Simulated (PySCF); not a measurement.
**Nuclear quadrupole coupling in `CCCN1[SiH2]N[SiH2]1`**

C3H12N2Si2.
Geometry (GFN2-xTB, Å), atoms numbered from 1 in this order:
```
atom  x, y, z in Å
C1     1.988    0.536    0.899
C2     1.824   -0.267   -0.383
C3     0.589   -1.177   -0.337
N4    -0.639   -0.452   -0.211
Si5   -1.418    0.679   -1.285
N6    -2.542    0.827    0.034
Si7   -1.766   -0.301    1.107
H8     2.128   -0.128    1.749
H9     1.099    1.136    1.073
H10    2.849    1.197    0.831
H11    2.709   -0.885   -0.553
H12    1.715    0.413   -1.230
H13    0.571   -1.779   -1.257
H14    0.677   -1.864    0.511
H15   -1.937    0.057   -2.503
H16   -0.689    1.918   -1.557
H17   -3.412    1.319    0.109
H18   -2.509   -1.532    1.375
H19   -1.248    0.313    2.329
```

Field gradients from the PBE0/pcSseg-1 density (PySCF, non-relativistic), principal values in atomic units, ordered |Vxx| ≤ |Vyy| ≤ |Vzz|:

| atom | Vxx | Vyy | Vzz |
| --- | --- | --- | --- |
| N4 | 0.2757 | 0.5849 | -0.8606 |
| N6 | 0.3039 | 0.5139 | -0.8178 |

Question: Find the asymmetry η = (Vxx − Vyy)/Vzz and the couplings χ = eQV/h (234.96 MHz × Q in barn × V in au), with Q(14N) = 0.02044 b.

Answer: 
| atom | environment | nucleus | η | χzz (MHz) | χxx (MHz) | χyy (MHz) |
| --- | --- | --- | --- | --- | --- | --- |
| N4 | nitrogen bridging silicon atoms | 14N | 0.36 | -4.133 | 1.324 | 2.809 |
| N6 | nitrogen bridging silicon atoms | 14N | 0.26 | -3.928 | 1.459 | 2.468 |

The tensor is traceless: Vxx + Vyy + Vzz = 0.

Question: What is Vzz at N4 in SI units (1 au = 9.71736 × 10²¹ V/m²)?

Answer: -0.8606 au = -8.363 × 10²¹ V/m².

Question: And the gradient at the other heavy atoms, for which no coupling is worked out here?

Answer: 
```
atom                   environment  Vzz (au)     η
  C1                 methyl carbon     0.048  0.54
  C2              chain CH2 carbon    -0.030  0.71
  C3  sp3 carbon bound to nitrogen     0.206  0.24
 Si5                  SiH2 silicon     0.559  0.31
 Si7                  SiH2 silicon     0.571  0.30
```

Question: What couplings would deuterons (Q(2H) = 0.00286 b) have in place of the hydrogens, at this geometry?

Answer: 
```csv
atom,bonded to,bond length (Å),Vzz (au),η,χzz (kHz)
H8,C1,1.088,0.3154,0.02,212
H9,C1,1.087,0.3155,0.01,212
H10,C1,1.088,0.3167,0.01,213
H11,C2,1.092,0.3049,0.02,205
H12,C2,1.092,0.3052,0.02,205
H13,C3,1.099,0.2888,0.04,194
H14,C3,1.095,0.2959,0.06,199
H15,Si5,1.462,0.1605,0.03,108
H16,Si5,1.463,0.1597,0.03,107
H17,N6,1.002,0.4524,0.13,304
H18,Si7,1.462,0.1605,0.03,108
H19,Si7,1.463,0.1596,0.02,107
```

One conformer (not necessarily the lowest) at the GFN2-xTB geometry, without solvent, vibrations or thermal averaging. GFN2-xTB bond lengths can be off by several hundredths of an ångström, more for odd bonds, and the gradients follow them. With so small a basis the couplings can be 20 % off.
